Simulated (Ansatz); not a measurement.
**Setting up doublet AlNH2ClF− in Ansatz**

AlNH2ClF−: 6 atoms, total charge -1, spin state doublet. As SMILES of the parent species, `[NH2][Al]([F])[Cl]`. Geometry: optimised at r2SCAN/def2-SVP.

```csv
atom,x (Å),y (Å),z (Å)
N,-0.2471,0.9643,0.1756
Al,0.6508,-0.6521,-0.0237
F,0.7948,-1.4796,1.4703
Cl,-0.7143,-1.8530,-1.3378
H,0.3557,1.7745,0.3275
H,-0.7977,1.1821,-0.6580
```

Settings wanted:

```json
{
  "basis set": "def2-TZVP",
  "task": "energy",
  "method": "MP2",
  "reference": "UHF",
  "relativity": "none",
  "accuracy": "medium",
  "frozen core orbitals": "12",
  "start density": "atoms"
}
```

Write the Ansatz 0.2.0 input and the command.

One that was run (others would do as well):

job.yaml:
```yaml
crystal:
  periodic: [false, false, false]
  atoms:
    - {symbol: N, position_ang: [-0.247122, 0.964261, 0.175618]}
    - {symbol: Al, position_ang: [0.650801, -0.652061, -0.023737]}
    - {symbol: F, position_ang: [0.794788, -1.479612, 1.470305]}
    - {symbol: Cl, position_ang: [-0.714343, -1.853032, -1.337782]}
    - {symbol: H, position_ang: [0.355704, 1.774482, 0.327515]}
    - {symbol: H, position_ang: [-0.797727, 1.182062, -0.658019]}
basis:
  gaussian:
    orbitals: def2-TZVP
total_charge: -1
magnetization:
  spin_polarized: true
  initial_magnetization: 1
correlation:
  method: mp2
  frozen_orbitals: {Al: 5, Cl: 5, F: 1, H: 0, "N": 1}
```

```bash
$ ansatz run job.yaml --threads 1 --pin off --max-ram 3480MiB --events-out events.jsonl --progress --plain --runs-dir runs
```

Calculated total energy: -857.48275 Eh. Without diffuse functions the anion is poorly described.
